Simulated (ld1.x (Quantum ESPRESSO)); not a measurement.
**Before and after: ultrasoft potential for tin (Sn)**

* Element: Sn
* Generator: ld1.x (Quantum ESPRESSO) 7.5
* Type: ultrasoft
* Functional: PBE
* Relativity: scalar-relativistic
* Frozen core: [Kr] 4d10
* Valence charge: 4
* Reference configuration: 5s1.75 5p2.25
* Partial waves: 5s (bound): rcut 1.60, rcutus 1.95 bohr; 5s channel at -0.35 Ry: rcut 1.60, rcutus 1.95 bohr; 5p (bound): rcut 1.65, rcutus 2.20 bohr; 5p channel at 2.6 Ry: rcut 1.65, rcutus 2.20 bohr; 5d channel at 0.45 Ry: rcut 1.85, rcutus 2.00 bohr
* Local potential: all-electron potential smoothed inside 2.15 bohr (lloc = -2)
* Core correction: a·sin(br)/r model core, default radius (core density twice the valence density)
* Augmentation charge: built from norm-conserving waves at rcut, not smoothed further

All-electron outer shells of the reference configuration (PBE, scalar-relativistic, ld1.x):

```json
{"shell": "4p", "level (eV)": "-90.10", "outermost node (bohr)": "0.41", "outermost maximum (bohr)": "0.79"}
{"shell": "4d", "level (eV)": "-26.22", "outermost node (bohr)": "0.39", "outermost maximum (bohr)": "0.88"}
{"shell": "5s", "level (eV)": "-10.77", "outermost node (bohr)": "0.98", "outermost maximum (bohr)": "2.01"}
{"shell": "5p", "level (eV)": "-3.86", "outermost node (bohr)": "1.09", "outermost maximum (bohr)": "2.55"}
```

Change: type TM; waves now 5s (bound): rc 1.95 bohr; 5p (bound): rc 2.20 bohr; 5d channel at 0.45 Ry: rc 2.00 bohr; local potential the d channel.

Cutoffs: the cutoffs (Ry, on a coarse ladder) from which the occupation-weighted sum of valence levels, in a spherical-Bessel basis at the reference potential, stays within 10 and 1 mRy of its value at 400 Ry; they do not see the model core or the augmentation charge, which bear on the density cutoff. Errors are all-electron minus pseudo energies relative to the spin-unpolarised reference configuration.

**Question.** What does the change do?

**Answer.** The potential gets harder (8 Ry and 15 Ry → 21 Ry and 30 Ry); the bound ghosts move from d to p, s; of the 7 tests that both files solve, the error grows in 2 and shrinks in 1 by more than 15 % and 0.3 meV (median size 8.3 → 9.2 meV); the range in which the s phases agree narrows (upper end 3.8 → 0.5). Several settings change at once here, so the effects cannot be laid on one of them.

```csv
quantity,base,changed
"cutoff, loose",8 Ry,21 Ry
"cutoff, tight",15 Ry,30 Ry
loose cutoff by channel (10 mRy a level),"s 8 Ry, p 6 Ry","s 10 Ry, p 6 Ry"
bound ghosts,d,"s, p"
"error for 5s2 5p2, meV [ΔE -1.72 eV]",-0.7,-0.7
"error for 5s2 5p1, meV [ΔE 5.15 eV]",-5.7,-5.6
"error for 5s2 5p0, meV [ΔE 19.11 eV]",-58,-48
"error for 5s1 5p3, meV [ΔE 5.26 eV]",-8.3,-9.2
"error for 5s0 5p4, meV [ΔE 12.46 eV]",-43,-51
"error for 5s2 5p1.5, meV [ΔE 0.89 eV]",-0.8,-1.2
"error for 5s1 5p2, meV [ΔE 12.80 eV]",-31,-28
s: phases at 2.38 bohr within 0.05 rad from the reference energy up to (Ry; the scan ends near 5),3.8,0.5
p: phases at 2.38 bohr within 0.05 rad from the reference energy up to (Ry; the scan ends near 5),to the end of the scan,to the end of the scan
d: phases at 2.38 bohr within 0.05 rad from the reference energy up to (Ry; the scan ends near 5),1.1,0.7
```

 A true bound ghost makes a file unfit for plane-wave use even where its test errors are small: the radial tests pick states by their node count and pass the ghost by.
